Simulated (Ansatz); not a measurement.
cyclo-(Me2SnS)3 (C₆H₁₈S₃Sn₃). The state is a triplet with charge 0. Geometry PBE-D4/def2-SVP, that of the neutral singlet; atoms count from 1.

```xyz
30

Sn   -0.8204    1.1926   -1.7822
C    -0.9728   -0.6682   -2.8838
C    -1.8485    2.8772   -2.6756
S     1.5300    1.8741   -1.5903
Sn    2.2017    0.4998    0.3290
C     1.6202    1.4688    2.1793
C     4.3274    0.1539    0.0956
S     1.1679   -1.7291    0.1605
Sn   -1.0574   -1.2859    1.0971
C    -2.3409   -2.8098    0.2420
C    -0.9898   -1.2749    3.2662
S    -1.8147    0.9602    0.4595
H    -2.0236   -1.0161   -2.8801
H    -0.3125   -1.4081   -2.3933
H    -0.6367   -0.4946   -3.9242
H    -2.9187    2.6285   -2.8083
H    -1.3911    3.1067   -3.6571
H    -1.7482    3.7522   -2.0070
H     1.7751    0.7731    3.0261
H     0.5528    1.7470    2.0934
H     2.2380    2.3768    2.3183
H     4.8582    1.1251    0.0804
H     4.6947   -0.4624    0.9382
H     4.4996   -0.3771   -0.8589
H    -3.3855   -2.6275    0.5591
H    -2.2704   -2.7589   -0.8602
H    -2.0109   -3.8077    0.5894
H    -0.2326   -2.0085    3.6026
H    -1.9826   -1.5451    3.6746
H    -0.7083   -0.2621    3.6094
```

In the def2 sets Sn takes a core potential; there is no spin–orbit coupling. Single mean-field runs in def2-TZVP are fitted with def2-universal-jkfit. At PBE0-D4/def2-TZVP a singlet of charge 0 lies 4.36 eV below the triplet at the same geometry.

Estimate the Mulliken populations of the heavy atoms from the PBE0/def2-TZVP orbitals of Ansatz.


```
atom  charge (e)  spin (α − β)
 Sn1        0.67          0.28
  C2       -0.62          0.08
  C3       -0.60          0.05
  S4       -0.17          0.98
 Sn5        0.68          0.26
  C6       -0.62          0.08
  C7       -0.60          0.04
  S8       -0.54          0.09
 Sn9        0.84          0.00
 C10       -0.61         -0.01
 C11       -0.62         -0.01
 S12       -0.54          0.09
```
Mulliken values depend strongly on the basis.

Where does the spin sit?

Summed by element: Sn 0.54, C 0.24, S 1.16, H 0.07, of 2 unpaired in all. Largest on single atoms: S4 0.98, Sn1 0.28, Sn5 0.26.

And the Mayer bond orders between heavy atoms (over 0.3)?

Sn1–C2 0.79 (2.17 Å); Sn1–C3 0.78 (2.17 Å); Sn1–S4 0.61 (2.45 Å); Sn1–S12 0.87 (2.46 Å); S4–Sn5 0.63 (2.45 Å); Sn5–C6 0.80 (2.17 Å); Sn5–C7 0.79 (2.17 Å); Sn5–S8 0.88 (2.46 Å); S8–Sn9 0.95 (2.45 Å); Sn9–C10 0.89 (2.17 Å); Sn9–C11 0.88 (2.17 Å); Sn9–S12 0.96 (2.45 Å).
